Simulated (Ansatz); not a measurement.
Calculated with Ansatz (gas phase, PBE0-D4/def2-TZVP geometries, no zero-point term in ΔE). CBS: MP2 limit from def2 TZ/QZ plus the TZ coupled-cluster correction, frozen cores. DFT in def2-TZVPP. B3LYP here is the variant with VWN-RPA as its local correlation; programs differ in this. HSE06 is defined as in plane-wave codes. Elements past krypton have def2 core potentials. For Te outer-core shells are correlated without core-valence functions, which leaves a few kJ/mol of doubt a bond. One conformer a species, not always the lowest.

Reaction (ligand exchange at the Si–Te bond): `CC[Te][SiH3]` + H₂Te → `[SiH3][TeH]` + `CC[TeH]`

Task: Is it downhill or uphill in electronic energy at CCSD(T)/CBS, and by how much? (An estimate is asked.)

Result: Ansatz gave: Nearly level: ΔE = +0.6 kJ/mol.

Task: What do these levels give: r2SCAN0-D4, CAM-B3LYP-D4, ωB97X-V, revPBE, B3LYP, r2SCAN0, HSE06, BHLYP, HF/def2-TZVPP, MP2/def2-TZVPP, CCSD(T)/def2-TZVPP, HF/def2-QZVPP? (Estimate.)

Result: Computed: r2SCAN0-D4 0.5, CAM-B3LYP-D4 0.5, ωB97X-V 0.1, revPBE -1.1, B3LYP -1.8, r2SCAN0 -0.5, HSE06 -1.0, BHLYP -2.2, HF/def2-TZVPP -3.7, MP2/def2-TZVPP 2.0, CCSD(T)/def2-TZVPP 1.3, HF/def2-QZVPP -3.9 kJ/mol.

Largest T1 diagnostic among the species: 0.011.

In def2-TZVPP, CCSD(T) changes the Hartree–Fock value by +5.0 kJ/mol (the triples alone add +1.1 kJ/mol) and MP2 by +5.7 kJ/mol. Leaving LDA and LC-ωPBE aside and taking each functional with its dispersion term where it has one, the values, not all of them listed here, spread over 2.9 kJ/mol, from B2PLYP to revPBE-D4. The D4 term adds +3.2 kJ/mol with B3LYP and +2.0 kJ/mol with PBE0; it sums over pairs of atoms, weighted by their polarisabilities, and B3LYP, whose exchange is more repulsive, gets the larger term.
